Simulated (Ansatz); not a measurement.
PBE exchange is replaced step by step with exact exchange (0 % is PBE, 25 % PBE0; no dispersion term), basis def2-TZVP, Ansatz. System: La₂O₂ (the lowest singlet isomer of a short search). Charge 0, multiplicity 1. Geometry: PBE0-D4/def2-TZVP.

Geometry of the singlet:

```xyz
4

La   -0.663   -0.755   -1.295
La    0.664    0.754    1.295
O    -0.980   -0.536    0.815
O     0.980    0.537   -0.815
```

In the def2 sets La takes a core potential; there is no spin–orbit coupling. At PBE-D4/def2-TZVP, PBE0-D4/def2-TZVP the restricted singlet is unstable: a solution with broken spin symmetry lies lower. The restricted singlet is unstable towards broken spin symmetry at other levels; at PBE with 5 % exact exchange/def2-TZVP, PBE with 10 % exact exchange/def2-TZVP, PBE with 15 % exact exchange/def2-TZVP, PBE with 35 % exact exchange/def2-TZVP and others this wasn't settled. The geometry of the singlet was relaxed on an unsound state (restricted singlet, unstable towards broken spin symmetry). The order of the spin states hangs on the level: the triplet lies 0.10 eV below the singlet at PBE0-D4/def2-TZVP, but 0.11 eV above it at PBE-D4/def2-TZVP. The singlet is doubtful at PBE0-D4/def2-TZVP (restricted singlet, unstable towards broken spin symmetry). The singlet is doubtful at PBE-D4/def2-TZVP (restricted singlet, unstable towards broken spin symmetry). The structure comes from a short search, and lower isomers may exist.

| exact exchange (%) | HOMO (eV) | LUMO (eV) | gap (eV) |
| --- | --- | --- | --- |
| 0 | -2.82 | -2.24 | 0.58 |
| 5 | -2.89 | -2.16 | 0.73 |
| 10 | -2.96 | -2.09 | 0.87 |
| 15 | -3.03 | -2.02 | 1.01 |
| 25 | -3.16 | -1.87 | 1.29 |
| 35 | -3.30 | -1.73 | 1.56 |
| 50 | -3.50 | -1.53 | 1.97 |
